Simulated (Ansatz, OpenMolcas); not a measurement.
## Strength of the S–H bond: GeH3(SH) → GeH3S + H

Species: GeH3(SH), singlet; GeH3S `[S][GeH3]`, doublet; H atom, doublet. 

Shapes, held fixed at every level: PBE0-D4/def2-TZVP. Programs: Ansatz 0.2.0, OpenMolcas 26.06. The zero-point and thermal change to 298 K, harmonic and unscaled (PBE0-D4/def2-TZVP), is -18.8 kJ/mol.

```json
{"level": "HF/def2-SVP", "kind": "Hartree–Fock", "ΔH(298 K) (kJ/mol)": "+260.3", "less CCSD(T)/def2-TZVPP": "-108.6"}
{"level": "HF/def2-TZVPP", "kind": "Hartree–Fock", "ΔH(298 K) (kJ/mol)": "+263.4", "less CCSD(T)/def2-TZVPP": "-105.5"}
{"level": "PBE0-D4/def2-TZVPP", "kind": "global hybrid", "ΔH(298 K) (kJ/mol)": "+363.6", "less CCSD(T)/def2-TZVPP": "-5.3"}
{"level": "B2PLYP/def2-TZVPP", "kind": "double hybrid", "ΔH(298 K) (kJ/mol)": "+366.2", "less CCSD(T)/def2-TZVPP": "-2.7"}
{"level": "MP2/def2-SVP", "kind": "perturbation theory", "ΔH(298 K) (kJ/mol)": "+347.5", "less CCSD(T)/def2-TZVPP": "-21.4"}
{"level": "MP2/def2-TZVPP", "kind": "perturbation theory", "ΔH(298 K) (kJ/mol)": "+369.3", "less CCSD(T)/def2-TZVPP": "+0.4"}
{"level": "CCSD(T)/def2-TZVPP", "kind": "coupled cluster or CI", "ΔH(298 K) (kJ/mol)": "+368.9", "less CCSD(T)/def2-TZVPP": "0.0"}
```

The highest level, CCSD(T)/def2-TZVPP, gives ΔH(298 K) = +368.9 kJ/mol; the levels span +260.3 to +369.3. The column of differences is taken from that level and isn't an error. Hartree–Fock misses the correlation of the pair that is broken and comes out low. No measured value is set beside it here. Open shells run unrestricted unless RO is named. Relativity is left out for Ge unless named. Correlated rows may include outer-core shells of Ge, which these sets cover unevenly.
